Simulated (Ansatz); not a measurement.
Program: Ansatz. Geometries: PBE0-D4/def2-TZVP. ΔE: electronic, gas phase. CCSD(T)/CBS is the MP2 limit (def2-TZVPP, def2-QZVPP) plus CCSD(T) − MP2 in def2-TZVPP, frozen cores. Functionals use def2-TZVPP. B3LYP here is the variant with VWN-RPA as its local correlation; programs differ in this. For Se outer-core shells are correlated without core-valence functions, which leaves a few kJ/mol of doubt a bond. Scalar relativity is left out up to krypton. Each species was taken in one conformer, which may not be the lowest.

`F[Si@@H](Cl)[Si@@H](F)Cl` + `B[Se]C` → `C[Se][SiH](F)Cl` + `B[SiH](F)Cl`  (redistribution)

```csv
level,ΔE (kcal/mol)
B97M-V,10.4
B3LYP-D4,10.4
ωB97X-V,9.4
BHLYP,9.1
```

(1) What does CCSD(T)/CBS give? (An estimate is asked.)

Largest T1 diagnostic among the species: 0.013.

Results:

(1) The calculation gave: +9.8 kcal/mol. The listed levels differ from it by 0.6, 0.6, -0.4, -0.7 kcal/mol.

From PBE to PBE0 (25 % exact exchange), in def2-TZVPP and without D4, ΔE moves by −1.7 kcal/mol. Leaving LDA and LC-ωPBE aside and taking each functional with its dispersion term where it has one, the values, not all of them listed here, spread over 3.8 kcal/mol, from BHLYP-D4 to PBE-D4. LDA lies +1.0 kcal/mol from PBE without D4.
